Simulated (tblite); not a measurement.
All values are computed: GFN2-xTB (tblite) harmonic vibrations without scaling, gas phase. This tight-binding method is rough: wavenumbers can miss measured ones by several per cent, in bad cases by 10 to 20. Modes of hydrogen on silicon can be 10 to 20 % off. One conformer each. Thermal functions are those of the rigid rotor and harmonic oscillator, without mixing of conformers.

Question: Order these by their zero-point energy, highest first (kcal/mol).
A. `C[C@H](F)/C=C/[C@@H](C)F`
B. `O=C(O)/C=C(/F)C[SiH2]F`
C. `C(=O)[C@H]1[Si@@H](F)[C@H](CO1)F`
D. `CS[Si](C)(C)CCF`
E. `FC(F)C1=CO[SiH2]CO1`
F. `ClCC[SiH]1C=CC=C1`
G. `CC(C)([SiH2]CSC)F`

Answer: D (106.5), G (103.8), A (91.6), F (80.4), C (60.9), E (59.9), B (59.1).

```csv
SMILES,atoms,mass (u),symmetry number,modes under 300 cm⁻¹,ZPE (kcal/mol),S translation (cal/(mol K)),S rotation,S vibration,S,Cp
CS[Si](C)(C)CCF,21,152.05,1,13,106.5,41.0,29.9,46.0,116.9,45.6
CSC[SiH2]C(C)(C)F,21,152.05,1,11,103.8,41.0,29.9,40.9,111.9,45.9
C[C@H](F)/C=C/[C@@H](C)F,18,120.08,1,8,91.6,40.3,29.0,28.2,97.5,35.5
ClCC[SiH]1C=CC=C1,17,144.02,1,5,80.4,40.8,29.5,26.3,96.6,35.8
O=C[C@@H]1OC[C@H](F)[Si@@H]1F,15,152.01,1,7,60.9,41.0,29.4,27.4,97.9,36.3
FC(F)C1=CO[SiH2]CO1,15,152.01,1,6,59.9,41.0,29.5,26.3,96.8,36.4
O=C(O)/C=C(/F)C[SiH2]F,15,152.01,1,7,59.1,41.0,30.2,32.6,103.8,38.7
```

Entropies and Cp are for 298.15 K and 1 bar.
